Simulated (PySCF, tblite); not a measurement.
Isomers of C7H7O (doublet state), one GFN2-xTB conformer each. Single-point energies are computed at B3LYP/pcH-1 (PySCF, gas phase, no added dispersion term), electronic only. GFN2-xTB treats the open shell by occupation alone, and not every SCF solution was tested for stability.

Question: Rank them by B3LYP/pcH-1 energy, lowest first (kJ/mol).
A. `[CH2:1]=[CH:2][C:3]1=[CH:4][CH2:5][CH:6][C:7]1=[O:8]` (doublet state) with C1–C2–C3–C4 180°
B. `[CH:1]#[C:2]/[C:3](=[CH:4]\[C:5]=[CH2:6])[O:7][CH3:8]` (doublet state) with C2–C3–O7–C8 0°
C. `[CH:1]#[C:2]/[CH:3]=[C:4](\[C:5]=[CH2:6])[O:7][CH3:8]` (doublet state) with C3–C4–O7–C8 180°

Answer: A (0.0), B (241.6), C (252.0).

Neighbours under 21 kJ/mol apart (C#C/C(=C\[C]=C)OC and C#C/C=C(\[C]=C)OC) can change places with a better method, another conformer or zero-point energy. GFN2-xTB itself gives, in the same order: 0.0, 187.7, 199.2. Both levels put the same isomer lowest; measured from each level's own lowest isomer, the values differ by up to 53.9 kJ/mol (C#C/C(=C\[C]=C)OC: 187.7 against 241.6).

Q: What happens when harmonic zero-point energies from GFN2-xTB frequencies are added?

A: 
```tsv
SMILES	ZPE (kJ/mol)	electronic (kJ/mol)	with ZPE (kJ/mol)
C=CC1=CC[CH]C1=O	297.9	0.0	0.0
C#C/C(=C\[C]=C)OC	287.1	241.6	230.9
C#C/C=C(\[C]=C)OC	286.5	252.0	240.6
```

The zero-point energies span 11.4 kJ/mol. The order is unchanged.
